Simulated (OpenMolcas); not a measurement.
Au2+ (d9) among equal point charges was computed by CASSCF with the d shell active (OpenMolcas, ANO-RCC-VDZP on the metal). Its lowest spin-free states, and all those of the highest spin:

```json
{"2S+1": "2", "Degeneracy": "1", "E (cm-1)": "0.0"}
{"2S+1": "2", "Degeneracy": "2", "E (cm-1)": "3442"}
{"2S+1": "2", "Degeneracy": "2", "E (cm-1)": "8946"}
```

**Question.** Is the site octahedral, tetrahedral or cube-like, axial, or of lower symmetry?

**Answer.** The states with 2S+1 = 2 have orbital degeneracies 1, 2, 2. There are pairs but no triples, so the site is axial: not cubic, but with a proper or improper axis of order three or more. The run had Au2+ among 2 point charges of -1 e arranged as a linear pair (D∞h), 1.98 Å from the ion.

Point charges carry no covalency, so the field is a model and not that of real ligands. No measured value stands beside these numbers.
